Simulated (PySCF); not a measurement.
C6H5NO.
Cartesian coordinates in Å at the GFN2-xTB level; atoms count from 1:
```
atom  x, y, z in Å
O1    -2.5271    1.6457   -0.2533
C2    -2.1489    0.5076   -0.1556
C3    -0.7443    0.0911   -0.0484
C4     0.2865    1.0341   -0.0537
C5     1.5926    0.5937    0.0479
C6     1.8187   -0.7736    0.1500
N7     0.8511   -1.6762    0.1575
C8    -0.3944   -1.2561    0.0618
H9    -2.8638   -0.3388   -0.1396
H10    0.0398    2.0826   -0.1363
H11    2.4181    1.2880    0.0483
H12    2.8221   -1.1703    0.2304
H13   -1.1547   -2.0272    0.0732
```

Theory: CAM-B3LYP/def2-SVPD in PySCF (dipole) on a GFN2-xTB geometry, gas phase.

Masses are those of the commonest isotopes; rigid-rotor values at the optimised geometry. The values belong to one conformer with, in the numbering `[O:1]=[CH:2][c:3]1[cH:4][cH:5][cH:6][n:7][cH:8]1`, O1–C2–C3–C4 0°.

Question: What are A, B and C (GHz)?

Answer: Ia = 91.89, Ib = 316.94, Ic = 408.83 u·Å²; 505379 MHz·u·Å²/I gives 5500, 1595 and 1236 MHz, that is A = 5.5000, B = 1.5945, C = 1.2362 GHz.

Question: Classify the top.

Answer: An asymmetric top: κ = (2 × 1595 − 5500 − 1236)/(5500 − 1236) = -0.83.

Question: What does the inertial defect say?

Answer: Planar: Δ = Ic − Ia − Ib = 0.00 u·Å². For a rigid frame Δ = −2 Σ m c², so it vanishes when all atoms lie in the ab plane; here none is more than 0.01 Å from it.

Question: Which types of transition are allowed, and where do some lines up to J = 2 fall?

Answer: The dipole components are |μa| = 1.74 D, |μb| = 0.47 D, |μc| = 0.00 D; the mirror of this Cs structure is the ab plane, so μc vanishes by symmetry and there are no c-type lines. The squared components, which scale the intensities, stand as 1.00 : 0.07 (a : b). Some lines, for components of 0.1 D or more:

```
type  branch         J(Ka,Kc)    MHz  lower level (cm⁻¹)
   a       Q  1(1,0) ← 1(1,1)    358               0.225
   a       Q  2(1,1) ← 2(1,2)   1075               0.402
   b       R  2(0,2) ← 1(1,1)   1732               0.225
   a       R  1(0,1) ← 0(0,0)   2831               0.000
   b       Q  1(1,0) ← 1(0,1)   4264               0.094
   b       Q  2(1,1) ← 2(0,2)   4646               0.282
   a       R  2(1,2) ← 1(1,1)   5303               0.225
   a       R  2(0,2) ← 1(0,1)   5638               0.094
   a       R  2(1,1) ← 1(1,0)   6020               0.237
   b       R  1(1,1) ← 0(0,0)   6736               0.000
   b       R  2(1,2) ← 1(0,1)   9208               0.094
   b       Q  2(2,0) ← 2(1,1)  11740               0.437
   b       Q  2(2,1) ← 2(1,2)  12792               0.402
   b       R  2(2,1) ← 1(1,0)  17736               0.237
   b       R  2(2,0) ← 1(1,1)  18118               0.225
```

GFN2-xTB frequencies: not computed here. Constants of a rigid frame at the computed geometry: no zero-point averaging, no centrifugal distortion. Quadrupole hyperfine structure (14N) is left out.
